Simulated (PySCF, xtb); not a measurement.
CH5N3OSi, SMILES C(O[SiH](N)N)#N.

GFN2-xTB (xtb) at its own geometry gives an orbital gap of 6.08 eV and a dipole moment of 6.44 D.

Geometry: PBE0-D3(BJ)/def2-SVP. This is a generated structure with no PubChem entry under its InChIKey; it may be hypothetical. One conformer was computed; it need not be the lowest.

What does PySCF with PBE/def2-TZVP give? (Estimate from the structure and the level; the computed values follow.)

gap 6.29 eV (levels -6.72 and -0.42 eV), dipole 6.10 D.
